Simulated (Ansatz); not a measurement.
CH4F3NTi (`C[NH][Ti]([F])([F])[F]`), relaxed with RKS PBE0-D4/def2-TZVP in Ansatz from a PBE-D4/def2-SVP geometry. The force threshold is 0.005 eV/Å; the program also tests the step.

The species carries charge 0 and has multiplicity 1.

Start:

```xyz
10

C     0.703   -1.066   -0.735
N     0.633    0.104    0.120
Ti   -0.915    0.966    0.694
F    -1.407    2.149   -0.522
F    -0.538    1.809    2.189
F    -2.162   -0.271    0.808
H     1.128   -0.836   -1.739
H    -0.315   -1.479   -0.890
H     1.320   -1.876   -0.283
H     1.552    0.499    0.360
```

```
         step  energy (eV)  largest force (eV/Å)  largest move (Å)
            1  -33853.4710                 0.624             0.000
            2  -33853.4960                 0.182             0.028
            3  -33853.4995                 0.030             0.027
 4 (rejected)  -33853.4977                 0.173             0.052
            5  -33853.5005                 0.031             0.026
            6  -33853.5034                 0.077             0.099
            7  -33853.5036                 0.205             0.107
            8  -33853.5060                 0.108             0.011
            9  -33853.5073                 0.061             0.054
           10  -33853.5082                 0.028             0.052
11 (rejected)  -33853.5081                 0.143             0.106
12 (rejected)  -33853.5068                 0.126             0.023
           13  -33853.5084                 0.008             0.011
           14  -33853.5089                 0.040             0.076
           15  -33853.5090                 0.028             0.016
           16  -33853.5091                 0.009             0.022
           17  -33853.5092                 0.004             0.013
           18  -33853.5092                 0.002             0.005
```

End:

```xyz
10

C     0.706   -0.978   -0.812
N     0.634    0.041    0.213
Ti   -0.901    0.934    0.714
F    -1.565    1.732   -0.712
F    -0.444    2.053    1.985
F    -2.091   -0.261    1.231
H     1.377   -0.684   -1.625
H    -0.283   -1.142   -1.248
H     1.046   -1.935   -0.404
H     1.522    0.240    0.657
```

Hardware: 4 threads of an Arm Neoverse V2 on a shared host. Wall time 93 s, peak host memory 0.68 GiB.
